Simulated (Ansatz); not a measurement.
`[F][Y]([Cl])[Cl]` + NH₃ → `[NH2][Y]([Cl])[Cl]` + H–F at 600 K and 1 bar (ligand exchange at a Y–F bond).

Gas-phase electronic energies from Ansatz, PBE0-D4/def2-TZVP geometries. CBS: MP2 limit from def2 TZ/QZ plus the TZ coupled-cluster correction, frozen cores. This one scheme is used for every species. Elements past krypton have def2 core potentials. For Y outer-core shells are correlated without core-valence functions, which leaves a few kJ/mol of doubt a bond. Each species was taken in one conformer, which may not be the lowest.

| species | CCSD(T)/CBS energy (Eh) | H − E (kJ/mol) | S (J/(mol·K)) |
| --- | --- | --- | --- |
| `[F][Y]([Cl])[Cl]` | -1057.86408 | 51.4 | 404.5 |
| NH₃ | -56.50880 | 112.4 | 219.5 |
| `[NH2][Y]([Cl])[Cl]` | -1013.93151 | 120.2 | 431.8 |
| H–F | -100.39570 | 42.3 | 194.0 |

H − E and S are ideal-gas, rigid-rotor, harmonic terms from PBE0-D4/def2-TZVP, for one conformer and one mirror image of each species. 1 Eh = 2625.50 kJ/mol, R = 8.31446 J/(mol·K).

Q: By hand: ΔE, ΔH, ΔS and ΔG.

A: ΔE = (-1013.93151) + (-100.39570) − (-1057.86408) − (-56.50880) = 0.04567 Eh = 119.9 kJ/mol. Δ(H − E) = 120.2 + 42.3 − 51.4 − 112.4 = -1.3, so ΔH = 118.6 kJ/mol. ΔS = 431.8 + 194.0 − 404.5 − 219.5 = 1.8 J/(mol·K). ΔG = 118.6 − 600 × (1.8)/1000 = 117.5 kJ/mol.

Q: By hand: the equilibrium constant, and the temperature at which ΔG would vanish if ΔH and ΔS stayed fixed.

A: log₁₀ K = −ΔG/(RT ln 10) = -10.2. ΔG = 0 at ΔH/ΔS = 65889 K, far beyond where these terms or the molecules hold.

The number of gas molecules stays the same, so ΔS is small and ΔH decides. A doubt of 5 kJ/mol in ΔE shifts log₁₀ K by 0.4 here. Other conformers and mirror images would add mixing entropy, several J/(mol·K) or more a flexible species. Modes under 60 cm⁻¹, often nearly free rotors, make the harmonic entropy too high. These are equilibria of isolated gas molecules and say nothing of rates. Largest T1 diagnostic: 0.012 (customary marks: 0.02 for closed shells, 0.045 for open ones).
